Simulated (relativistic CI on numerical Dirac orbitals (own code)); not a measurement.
Computed by Dirac-Coulomb-Breit CI, orbitals from a KLI potential per configuration, QED by a radiative potential, unscaled Slater integrals (own radial code, finite nucleus).

Configuration list (outside the closed core [Ar] 3d10): 4s2.4p6.4d10.4f12, 4s2.4p6.4d10.4f11.5s, 4s2.4p6.4d10.4f10.5s2, 4s2.4p6.4d10.4f11.5p, 4s2.4p6.4d10.4f10.5s.5p, 4s2.4p6.4d9.4f13, 4s2.4p6.4d10.4f10.5p2, 4s2.4p6.4d10.4f10.5s.5d, 4s2.4p6.4d10.4f11.5d, 4s2.4p6.4d8.4f14, 4s2.4p6.4d9.4f11.5s2, 4s2.4p5.4d10.4f13, 4s2.4p6.4d10.4f11.5f, 4s2.4p6.4d9.4f12.5s, 4s2.4p6.4d10.4f11.6s, 4s2.4p6.4d10.4f11.6p, 4s2.4p6.4d9.4f12.5p, 4s2.4p6.4d10.4f11.5g, 4s2.4p6.4d10.4f11.6d, 4s.4p6.4d10.4f13, 4s2.4p6.4d8.4f13.5s, 4s2.4p4.4d10.4f14, 4s2.4p6.4d10.4f11.7s, 4s2.4p6.4d10.4f11.6g, 4s2.4p5.4d10.4f12.5s, 4s2.4p5.4d9.4f14, 4s.4p6.4d10.4f11.5s2, 4p6.4d10.4f14, 4s.4p6.4d9.4f14, 4s.4p6.4d10.4f12.5s, 4s.4p6.4d9.4f13.5s, 4s2.4p4.4d10.4f13.5s, 4s.4p5.4d10.4f14, 4s.4p6.4d10.4f12.6s, 4s.4p6.4d10.4f12.7s. Levels of other configurations are missing.

At this charge transitions that keep the count of f electrons are usually good to a few per cent. Terms inside the open d or f shell come out 10 to 20 % too wide with unscaled integrals. Levels that differ in their count of f electrons can be misplaced by several ten thousand cm⁻¹, since the correlation energy of f electrons is missing or only estimated; rates across such gaps can be off by orders of magnitude.

Outline of the computed level scheme of Tl XXIV. Lowest level of each configuration: 4s2.4p6.4d10.4f12 3H_6 at 0.0000 eV; 4s2.4p6.4d10.4f11.5s 5I°_8 at 54.0408 eV.

Some strong electric-dipole decays among the lowest 45 levels: 4s2.4p6.4d10.4f11.5s 5G°_3 → 4s2.4p6.4d10.4f12 3F_2 (1.5e+05 s⁻¹); 4s2.4p6.4d10.4f11.5s 3D°_1 → 4s2.4p6.4d10.4f12 3F_2 (1.3e+05 s⁻¹); 4s2.4p6.4d10.4f11.5s 5S°_2 → 4s2.4p6.4d10.4f12 3F_2 (9.9e+04 s⁻¹); 4s2.4p6.4d10.4f11.5s 5F°_3 → 4s2.4p6.4d10.4f12 3F_4 (8.4e+04 s⁻¹); 4s2.4p6.4d10.4f11.5s 3D°_3 → 4s2.4p6.4d10.4f12 3F_4 (8.0e+04 s⁻¹); 4s2.4p6.4d10.4f11.5s 5I°_6 → 4s2.4p6.4d10.4f12 3H_6 (7.5e+04 s⁻¹); 4s2.4p6.4d10.4f11.5s 3G°_5 → 4s2.4p6.4d10.4f12 3H_6 (7.3e+04 s⁻¹); 4s2.4p6.4d10.4f11.5s 3H°_4 → 4s2.4p6.4d10.4f12 3H_4 (6.8e+04 s⁻¹).

LS names give the leading component of a level, which can be under half, so a name can repeat, a term be missing and a line seem to break the LS rules.
